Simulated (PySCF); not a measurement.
A series of related molecules.

All values: PBE0/pcSseg-1 (PySCF) at GFN2-xTB geometries, gas phase, one conformer each.

**Question.** Rank by LUMO energy, lowest first.
A. `FC(F)[SiH2][C@@H]([SiH3])[SiH2]P`
B. `F[Si](F)(F)[SiH2][C@H]([SiH3])[SiH2]P`
C. `[SiH3][C@@H](CC(F)(F)F)[SiH2]P`
D. `FC(F)(F)[SiH2][Si@H]([SiH3])[SiH2]P`

**Answer.** D (-1.26 eV), B (-1.09 eV), A (-0.24 eV), C (0.10 eV).

**Question.** Rank by the lowest Hirshfeld charge on any atom, lowest value first.
A. `FC(F)(F)[SiH2]C[SiH2]P`
B. `FC(F)[SiH2][C@@H]([SiH3])[SiH2]P`
C. `FC(F)(F)C[C@H]([SiH3])[SiH2]P`
D. `FC(F)(F)[SiH2][Si@H]([SiH3])[SiH2]P`
E. `N[SiH2][C@@H]([SiH3])[SiH2]C(F)(F)F`

**Answer.** E (-0.318 e), B (-0.276 e), A (-0.245 e), C (-0.199 e), D (-0.101 e).

**Question.** Rank by HOMO–LUMO gap, highest first.
A. `FC(F)(F)[SiH2][Si@H]([SiH3])[SiH2]P`
B. `C[C@@H]([SiH2]P)[SiH2]C(F)(F)F`
C. `FC(F)(F)[SiH2]C[SiH2]P`
D. `F[Si](F)(F)[SiH2][C@H]([SiH3])[SiH2]P`
E. `N[SiH2][C@@H]([SiH3])[SiH2]C(F)(F)F`

**Answer.** B (7.73 eV), C (7.57 eV), E (7.38 eV), D (6.66 eV), A (6.19 eV).

All values together:

```
                               SMILES      formula  μ (D)  HOMO (eV)  LUMO (eV)  lowest IAO charge (e)  highest IAO charge (e)  lowest Hirshfeld charge (e)  highest Hirshfeld charge (e)
       C[C@@H]([SiH2]P)[SiH2]C(F)(F)F  C3H10F3PSi2   2.21      -7.67       0.06             -0.636 (C)             +0.718 (Si)                   -0.190 (C)                   +0.324 (Si)
               FC(F)(F)[SiH2]C[SiH2]P   C2H8F3PSi2   3.21      -7.80      -0.23             -0.825 (C)             +0.735 (Si)                   -0.245 (C)                   +0.324 (Si)
  N[SiH2][C@@H]([SiH3])[SiH2]C(F)(F)F  C2H10F3NSi3   2.20      -7.59      -0.21             -0.938 (C)             +0.892 (Si)                   -0.318 (N)                   +0.353 (Si)
  FC(F)(F)[SiH2][Si@H]([SiH3])[SiH2]P   CH10F3PSi4   2.50      -7.45      -1.26             -0.298 (F)              +0.560 (C)                   -0.101 (F)                   +0.227 (Si)
F[Si](F)(F)[SiH2][C@H]([SiH3])[SiH2]P   CH10F3PSi4   2.87      -7.75      -1.09             -0.906 (C)             +1.536 (Si)                   -0.273 (C)                   +0.489 (Si)
     FC(F)[SiH2][C@@H]([SiH3])[SiH2]P  C2H11F2PSi3   1.57      -7.58      -0.24             -0.915 (C)             +0.726 (Si)                   -0.276 (C)                   +0.311 (Si)
        FC(F)(F)C[C@H]([SiH3])[SiH2]P  C3H10F3PSi2   1.37      -7.62       0.10             -0.643 (C)              +0.805 (C)                   -0.199 (C)                   +0.312 (Si)
```

Conformers: `[CH3:1][C@@H:2]([SiH2:3][PH2:4])[SiH2:5][C:6]([F:7])([F:8])[F:9]` with C1–C2–Si3–P4 180°, C2–Si3–P4–H -100° and 167°, C1–C2–Si5–C6 -54°; `[F:1][C:2]([F:3])([F:4])[SiH2:5][CH2:6][SiH2:7][PH2:8]` with C2–Si5–C6–Si7 -171°, Si5–C6–Si7–P8 -49°, C6–Si7–P8–H -75° and -168°; `[NH2:1][SiH2:2][C@@H:3]([SiH3:4])[SiH2:5][C:6]([F:7])([F:8])[F:9]` with H–N1–Si2–C3 62° and -165°, N1–Si2–C3–Si4 179°, Si2–C3–Si5–C6 -48°; `[F:1][C:2]([F:3])([F:4])[SiH2:5][Si@H:6]([SiH3:7])[SiH2:8][PH2:9]` with C2–Si5–Si6–Si7 44°, Si5–Si6–Si8–P9 81°, Si6–Si8–P9–H 38° and -55°; `[F:1][Si:2]([F:3])([F:4])[SiH2:5][C@H:6]([SiH3:7])[SiH2:8][PH2:9]` with Si2–Si5–C6–Si7 179°, Si5–C6–Si8–P9 55°, C6–Si8–P9–H -91° and 177°; `[F:1][CH:2]([F:3])[SiH2:4][C@@H:5]([SiH3:6])[SiH2:7][PH2:8]` with F1–C2–Si4–C5 -72°, C2–Si4–C5–Si6 45°, Si4–C5–Si7–P8 43°, C5–Si7–P8–H 160° and 67°; `[F:1][C:2]([F:3])([F:4])[CH2:5][C@H:6]([SiH3:7])[SiH2:8][PH2:9]` with C2–C5–C6–Si7 -169°, C5–C6–Si8–P9 46°, C6–Si8–P9–H -101° and 165°.
